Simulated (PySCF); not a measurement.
C₇H₅N₂S (charge +1).
SMILES with atom numbers: `[CH:1]#[C:2][c:3]1[cH:4][s:5][c:6]([C:7]#[N:8])[n+:9]1[CH3:10]`

Geometry (GFN2-xTB, Å), atoms numbered from 1 in this order:
```
atom  x, y, z in Å
C1    -2.939   -1.003    0.047
C2    -1.970   -0.295   -0.014
C3    -0.836    0.534   -0.087
C4    -0.832    1.894   -0.254
S5     0.752    2.526   -0.293
C6     1.380    0.948   -0.083
C7     2.758    0.674   -0.015
N8     3.880    0.458    0.040
N9     0.428    0.017    0.008
C10    0.675   -1.391    0.186
H11   -3.793   -1.615    0.101
H12   -1.695    2.526   -0.353
H13    0.212   -1.732    1.113
H14    1.745   -1.585    0.222
H15    0.230   -1.950   -0.639
```

NICS = −σ at a ghost point: NICS(0) at the centroid of the ring atoms, NICS(1) 1 Å to either side along the normal of their mean plane, zz for the tensor component along that normal. Level: GIAO PBE0/pcSseg-1 (PySCF, non-relativistic, gas phase) on the GFN2-xTB geometry, one conformer.

Ring bond lengths (Å), with Mayer bond orders in brackets: C3–C4 1.371 (1.37), C4–S5 1.706 (1.25), S5–C6 1.711 (1.25), C6–N9 1.334 (1.30), N9–C3 1.369 (1.03).

Give the NICS values of each ring in ppm.

```json
{"ring": "C3–C4–S5–C6–N9", "type": "5-membered ring with N and S; formal bonds all aromatic", "NICS(0)": "-13.8", "NICS(1), two faces": "-11.1 / -11.1", "NICS(1)zz, two faces": "-24.4 / -24.4", "rms pucker (Å)": "0.00", "centre to ring atoms, mean (Å)": "1.27"}
```

What do they say, and how far can they be read as aromaticity?

- C3–C4–S5–C6–N9: mean NICS(1)zz -24.4 ppm, shielded, aromatic by this magnetic criterion (flat ring, no four-coordinate atom).

How equal are the bonds by HOMA? HOMA takes Krygowski's 1993 parameters.

- C3–C4–S5–C6–N9: HOMA 0.92; the largest term is that of N9–C3, α(R − Ropt)² = 0.11. The geometric and the magnetic index point the same way.

What is the mean of the two in-plane components of NICS at the second NICS(1) probe listed for ring C3–C4–S5–C6–N9, 1 Å off the ring?

The isotropic value is a third of the trace: (3 × -11.1 − (-24.4))/2 = -4.4 ppm.

Time: 36 s wall. Hardware: an Arm Neoverse V2 with one thread, no GPU (shared host). This is the whole shielding run at PBE0/pcSseg-1, SCF included.
